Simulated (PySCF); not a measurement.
CH6AlBO4, SMILES OB(O)[CH2][Al]([OH])[OH], B3LYP/def2-SVP optimised geometry.

```
13

B      0.09    -0.36     0.00
O     -0.55    -1.57     0.02
O      1.46    -0.36     0.00
C     -0.78     0.97     0.00
Al     0.04     2.26     1.18
O     -0.56     3.29     2.40
O      1.74     2.29     0.90
H      0.09    -2.29     0.05
H      1.85     0.52     0.13
H     -0.67     1.43    -1.00
H     -1.85     0.77     0.16
H     -1.48     3.36     2.69
H      2.39     2.84     1.37
```

Density from B3LYP/def2-TZVP run with PySCF at that geometry.

Minimum of the electron density along straight lines between bonded atoms, close to the bond critical point (lines longer than 1.1 times the sum of covalent radii, or with two minima, are not listed):

```csv
bond,length / Å,ρ at the minimum / e bohr⁻³,∇²ρ there / e bohr⁻⁵,position (fraction from the first atom)
B1–O2,1.368,0.208,0.84,0.33
B1–O3,1.367,0.209,0.85,0.33
B1–C4,1.586,[?],-0.34,0.33
C4–Al5,1.935,0.089,0.26,0.59
Al5–O6,1.703,0.107,[?],0.43
Al5–O7,1.722,0.103,0.71,0.43
O2–H8,0.967,0.354,-2.37,0.80
O3–H9,0.976,0.342,-2.33,0.81
C4–H10,1.109,0.255,-0.79,0.63
C4–H11,1.100,0.267,[?],0.64
O6–H12,0.961,0.355,-2.39,0.80
O7–H13,0.962,0.354,-2.39,0.80
```

**Question.** What belongs in the gaps?

**Answer.** 
- B1–C4, ρ at the minimum / e bohr⁻³: 0.181
- Al5–O6, ∇²ρ there / e bohr⁻⁵: 0.76
- C4–H11, ∇²ρ there / e bohr⁻⁵: -0.87
